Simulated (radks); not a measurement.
Values are calculated unless marked as measured or tabulated.
Task: The mean radii <r> (bohr) of the occupied orbitals of an atom or ion are listed with their occupations. Level of theory: scalar-relativistic Kohn-Sham, PBE, spin-polarised, spherical densities, point nucleus (a radial shooting solver on a logarithmic mesh with Libxc functionals).

| orbital | occ. | <r> |
|---|---|---|
| 1s down | 1 | 0.02971 |
| 1s up | 1 | 0.02971 |
| 2s up | 1 | 0.1285 |
| 2s down | 1 | 0.1285 |
| 2p up | 3 | 0.1122 |
| 2p down | 3 | 0.1122 |
| 3s up | 1 | 0.3486 |
| 3s down | 1 | 0.3486 |
| 3p up | 3 | 0.3471 |
| 3p down | 3 | 0.3471 |
| 3d up | 5 | 0.3243 |
| 3d down | 5 | 0.3243 |
| 4s up | 1 | 0.8481 |
| 4s down | 1 | 0.8481 |
| 4p up | 3 | 0.9219 |
| 4p down | 3 | 0.9219 |
| 4d up | 5 | 1.179 |
| 4d down | 5 | 1.178 |
| 5s up | 1 | 2.494 |
| 5s down | 1 | 2.487 |
| 6d up | 1 | 17.42 |

Name the element and its charge. Open shells, if any, are filled with parallel spins first.

Result: Z = 49, indium, charge 0: In in [Kr] 4d10 5s2 6d1. The 1s radius gives Z: for a bare nucleus <r> = (2 gamma + 1)/(2Z) with gamma = sqrt(1 - (Z/c)^2), 0.02926 bohr for Z = 49, and screening makes it slightly larger (0.02971 here). The occupations add up to 49, and the charge is Z minus that.
